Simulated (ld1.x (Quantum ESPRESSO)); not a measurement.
**u(r) = r·R(r): atom against pseudo-atom (vanadium)**

Columns: radius, all-electron u(r) and pseudo u(r) of the 4s shell (level -4.72 eV) of vanadium in the configuration [Ar] 3d3 4s2 4p0; PBEsol, scalar-relativistic, TM scheme, ld1.x (Quantum ESPRESSO) 7.5.

```csv
r (bohr),all-electron,pseudo
0.170,-0.1448,-0.0176
0.340,-0.0414,-0.0365
0.510,0.1754,-0.0581
0.680,0.2645,-0.0838
0.850,0.2277,-0.1154
1.020,0.1197,-0.1544
1.190,-0.0143,-0.2019
1.360,-0.1473,-0.2580
1.530,-0.2662,-0.3210
1.700,-0.3656,-0.3871
1.870,-0.4447,-0.4506
2.040,-0.5049,-0.5058
2.210,-0.5483,-0.5483
2.380,-0.5773,-0.5773
2.550,-0.5940,-0.5940
2.720,-0.6004,-0.6004
2.890,-0.5983,-0.5983
3.060,-0.5893,-0.5893
3.230,-0.5749,-0.5749
3.400,-0.5563,-0.5563
3.570,-0.5345,-0.5345
3.740,-0.5104,-0.5104
3.910,-0.4847,-0.4847
4.080,-0.4582,-0.4582
4.250,-0.4313,-0.4313
4.420,-0.4045,-0.4045
```

How many radial nodes do the two functions have?

The all-electron 4s function has n − l − 1 = 3 (the table is too coarse to show those close to the nucleus); the pseudo-wave has 0, since the states of the same l below it are removed with the core.

At about which radius was the pseudo-wave matched?

2.40 bohr. The columns agree to 0.0005 from 2.21 bohr on; several derivatives are matched, so the curves merge somewhat inside the radius.

Where does each function peak?

Outermost all-electron maximum near 2.72 bohr, pseudo maximum near 2.72 bohr (to the table’s step).

Is the pseudo-wave norm-conserving?

Yes: the TM scheme keeps the norm inside the radius equal to the all-electron one, which fixes the energy derivative of the logarithmic derivative at the level.
